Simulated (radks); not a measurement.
Values are calculated unless marked as measured or tabulated.
Fractional charge and spin in the 3p shell of nickel: the spin-up occupation runs from 2 to 3 and the spin-down occupation from 2 to 3; the fullest corner is Ni+, [Ne] 3s2 3d(up 4.5, down 4.5) 3p(up 3, down 3). Code: a radial shooting solver on a logarithmic mesh with Libxc functionals. Model: scalar-relativistic Kohn-Sham, r2SCAN, spin-polarised, spherical densities, finite nucleus; meta-GGA in the generalised Kohn-Sham scheme; Fermi nuclear charge, rms radius of each element as measured or else 0.836 A^(1/3) + 0.57 fm. Energy (eV) above the fullest corner. The planes named below are the two flat planes that join the four corners, with an edge along up + down = one added electron.

\begin{tabular}{lrrr}
down \ up & 2 & 2.5 & 3 \\ \hline
2 & 189.772 & 134.827 & 84.776 \\
2.5 & 134.827 & 85.298 & 40.322 \\
3 & 84.776 & 40.322 & 0.000 \\
\end{tabular}

Corners above the fullest one (they belong to Ni2+ and the next ion): (up 3, down 2) 84.776 eV, (up 2, down 3) 84.776 eV, (up 2, down 2) 189.77 eV. With half an added electron in each spin the energy lies 0.522 eV from the planes, and with half an added electron in spin up alone -2.447 eV. The planes are only a guide here: the flat-plane condition holds for ground states with one frontier orbital, while this shell lies below other occupied shells, so the corners above the fullest one are inner-hole states and not the ground states of those ions.
